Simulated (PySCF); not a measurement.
PySCF input for Se(Cl)4 anion (Cl₄Se), SMILES Cl[Se](Cl)(Cl)Cl (connectivity only; charge and spin as stated), charge -1, multiplicity 2, B3LYP-D3(BJ)/def2-SVPD. The structure is a stationary point at B3LYP-D3(BJ)/def2-SVPD. The spin state was assumed, not searched. The isomer is the one that the SMILES or the coordinates give; other isomers of the formula were not compared.

```python
import numpy as np
from pyscf import gto, scf, dft, df
from pyscf.hessian import thermo

mol = gto.M(
    atom='''
    Se    0.00000000    0.00000000   -0.16716479
    Cl    1.69903416    1.69903416    0.08358240
    Cl   -1.69903416    1.69903416    0.08358240
    Cl   -1.69903416   -1.69903416    0.08358240
    Cl    1.69903416   -1.69903416    0.08358240
    ''',
    basis='def2-SVPD',
    charge=-1,
    spin=1,
    max_memory=1600,
    verbose=3,
)
mf = dft.UKS(mol, xc='b3lyp').density_fit(auxbasis='def2-universal-jkfit')
mf.disp = 'd3bj'
mf.grids.level = 3
mf.conv_tol = 1e-11
mf.max_cycle = 100
mf.kernel()
fine, coarse = mf.grids, dft.Grids(mol).set(level=1).build(with_non0tab=True)
for _ in range(3):  # follow internal instabilities
    mf.grids = coarse
    mo, _, stable, _ = mf.stability(return_status=True, nroots=4)
    mf.grids = fine
    if stable:
        break
    mf.kernel(mf.make_rdm1(mo, mf.mo_occ))

# [left out here: the lines that compute and print the analytic Hessian (its translational invariance restored by hand, since the grid's response is missing), thermochemistry and intensities]
```

Log of the run:

```

WARN: HOMO -0.239735705625236 >= LUMO -0.239735705625233

converged SCF energy = -4241.7513778655  <S^2> = 0.75295192  2S+1 = 2.0029497
<class 'pyscf.df.df_jk.DFUKS'> wavefunction is stable in the internal stability analysis

WARN: DFTD3 does not support analytical Hessian, using finite difference


WARN: Mole.unit (angstrom) is changed to Bohr

Mode                                 0                   1                   2
Irrep
Freq [cm^-1]                       28.2767             99.9775            126.7378
Reduced mass [au]                  35.4500             53.1830             37.2104
Force const [Dyne/A]                0.0167              0.3132              0.3521
Char temp [K]                      40.6839            143.8453            182.3475
Normal mode                   x     y     z       x     y     z       x     y     z
       0  Se                 0.00 -0.00 -0.00    0.00 -0.00  0.09   -0.02  0.02  0.00
       1  Cl                 0.01  0.01 -0.08    0.01  0.01 -0.05    0.07 -0.07 -0.00
       2  Cl                 0.01 -0.01  0.08   -0.01  0.01 -0.05   -0.04  0.04 -0.00
       3  Cl                -0.01 -0.01 -0.08   -0.01 -0.01 -0.05    0.07 -0.07  0.00
       4  Cl                -0.01  0.01  0.08    0.01 -0.01 -0.05   -0.04  0.04  0.00
Mode                                 3                   4                   5
Irrep
Freq [cm^-1]                      126.7425            145.0791            223.8767
Reduced mass [au]                  37.2105             35.4500             35.4500
Force const [Dyne/A]                0.3522              0.4396              1.0468
Char temp [K]                     182.3543            208.7365            322.1088
Normal mode                   x     y     z       x     y     z       x     y     z
       0  Se                -0.02 -0.02 -0.00   -0.00  0.00  0.00    0.00  0.00  0.00
       1  Cl                -0.04 -0.04  0.00   -0.06  0.06 -0.00    0.06  0.06  0.01
       2  Cl                 0.07  0.07 -0.00    0.06  0.06 -0.00    0.06 -0.06 -0.01
       3  Cl                -0.04 -0.04 -0.00    0.06 -0.06 -0.00   -0.06 -0.06  0.01
       4  Cl                 0.07  0.07  0.00   -0.06 -0.06  0.00   -0.06  0.06 -0.01
Mode                                 6                   7                   8
Irrep
Freq [cm^-1]                      260.6949            260.6952            273.7591
Reduced mass [au]                  50.9282             50.9281             36.1932
Force const [Dyne/A]                2.0393              2.0393              1.5981
Char temp [K]                     375.0819            375.0824            393.8785
Normal mode                   x     y     z       x     y     z       x     y     z
       0  Se                -0.06  0.06 -0.00   -0.06 -0.06  0.00    0.00 -0.00 -0.02
       1  Cl                 0.01 -0.01 -0.00    0.06  0.05  0.01    0.06  0.06  0.01
       2  Cl                 0.05 -0.06 -0.01    0.01  0.01 -0.00   -0.06  0.06  0.01
       3  Cl                 0.01 -0.01  0.00    0.06  0.05 -0.01   -0.06 -0.06  0.01
       4  Cl                 0.05 -0.06  0.01    0.01  0.01  0.00    0.06 -0.06  0.01
temperature 298.1500 [K]
pressure 101325.00 [Pa]
Rotational constants [GHz] 1.22509 1.22509 0.61731
Symmetry number 4
Zero-point energy (ZPE) 0.00352 [Eh]   9246.174 [J/mol]
                           tot       elec      trans        rot        vib
Entropy [J/mol/K]       401.128      5.763    176.057    114.953    104.354
Cv [J/mol/K]             94.857      0.000     12.472     12.472     69.913
Cp [J/mol/K]            103.171      0.000     20.786     12.472     69.913
Internal energy [J/mol]                      3718.434   3718.434  23840.654
Internal energy [Eh]   -4241.73946  -4241.75138
Enthalpy [J/mol]                             6197.391   3718.434  23840.654
Enthalpy [Eh]          -4241.73852
Gibbs free energy [J/mol]                  -46294.035 -30554.897  -7272.568
Gibbs free energy [Eh] -4241.78407
mode   freq/cm-1   IR/(km/mol)
   1       28.28         0.000
   2       99.98         5.187
   3      126.74         3.386
   4      126.74         3.385
   5      145.08         0.000
   6      223.88         0.000
   7      260.69       260.662
   8      260.70       260.663
   9      273.76         0.632
max |gradient| / (hartree/bohr): 4.09158241617847e-05
APT charges: [ 2.0006 -0.7502 -0.7502 -0.7502 -0.7502]
```

The run converged.

Cost: roughly 6 core-minutes.
